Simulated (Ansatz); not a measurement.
`CS[Si]SC` + `CNCO` → `CS[Si]O` + `CNCSC`  (formal exchange of groups at the Si–S bond)

Isolated molecules relaxed with PBE0-D4/def2-TZVP in Ansatz; ΔE leaves out vibrations. CCSD(T)/CBS is the MP2 limit (def2-TZVPP, def2-QZVPP) plus CCSD(T) − MP2 in def2-TZVPP, frozen cores. This one scheme is used for every species. Functionals use def2-TZVPP. B3LYP here is the variant with VWN-RPA as its local correlation; programs differ in this. One conformer a species, not always the lowest.

`CS[Si]SC`:

Cartesian coordinates in Å:
```
C -1.302 -0.971 0.145
S -0.588 -0.988 1.814
Si 1.538 -0.786 1.832
S 2.139 0.196 0.032
C 0.830 1.213 -0.708
H -2.103 -1.711 0.147
H -0.554 -1.254 -0.591
H -1.720 0.005 -0.095
H 1.317 2.113 -1.083
H 0.350 0.695 -1.536
H 0.093 1.490 0.043
```

`CNCO`:

Z-matrix (Å, degrees):
```
C
N 1 1.447
H 1 1.091 2 109.6
H 1 1.102 2 114.3 3 -121.4
H 1 1.093 2 109.5 3 117.8
C 2 1.439 1 113.8 3 178.7
H 2 1.013 1 110.6 3 55.3
O 6 1.399 2 110.6 1 171.4
H 6 1.101 2 114.1 1 -70.0
H 6 1.101 2 107.1 1 49.0
H 8 0.963 6 106.4 2 -48.6
```

`CS[Si]O`:

Cartesian coordinates in Å:
```
C 1.512 -0.332 0.081
S -0.216 -0.530 0.593
Si -1.145 0.886 -0.725
O -2.728 0.735 -0.289
H 1.888 -1.286 -0.284
H 2.103 -0.010 0.937
H 1.593 0.414 -0.713
H -3.006 0.124 0.399
```

`CNCSC`:

```xyz
14

C     1.023   -0.167   -2.006
N    -0.346   -0.274   -1.549
C    -0.512   -0.405   -0.142
S     0.046    1.062    0.827
C    -0.423    0.482    2.461
H     1.037   -0.120   -3.096
H     1.572   -1.064   -1.706
H     1.565    0.704   -1.610
H    -0.911    0.485   -1.907
H    -1.567   -0.565    0.093
H     0.056   -1.271    0.211
H    -0.170    1.267    3.173
H     0.126   -0.423    2.732
H    -1.497    0.289    2.520
```

Question: Is it downhill or uphill in electronic energy at CCSD(T)/CBS, and by how much? (Best estimate.)

Answer: The calculation gave: Downhill: ΔE = -80.0 kJ/mol.

Question: What do these levels give: PBE-D4, r2SCAN-D4, B3LYP-D4, PBE, r2SCAN, CCSD/def2-TZVPP, CCSD(T)/def2-TZVPP, HF/def2-QZVPP, MP2/def2-QZVPP, HF/CBS(def2), MP2/CBS(def2), CCSD/CBS(def2)? (Estimate.)

Answer: Ansatz gave: PBE-D4 -67.2, r2SCAN-D4 -74.6, B3LYP-D4 -75.6, PBE -70.7, r2SCAN -75.6, CCSD/def2-TZVPP -81.2, CCSD(T)/def2-TZVPP -77.7, HF/def2-QZVPP -89.5, MP2/def2-QZVPP -85.3, HF/CBS(def2) -89.8, MP2/CBS(def2) -85.5, CCSD/CBS(def2) -83.4 kJ/mol.

Largest T1 diagnostic among the species: 0.015.

In def2-TZVPP, CCSD(T) changes the Hartree–Fock value by +9.8 kJ/mol (the triples alone add +3.5 kJ/mol) and MP2 by +4.2 kJ/mol. The D4 term adds +5.6 kJ/mol with B3LYP and +3.4 kJ/mol with PBE0; it sums over pairs of atoms, weighted by their polarisabilities, and B3LYP, whose exchange is more repulsive, gets the larger term. From PBE to PBE0 (25 % exact exchange), in def2-TZVPP and without D4, ΔE moves by −3.4 kJ/mol.
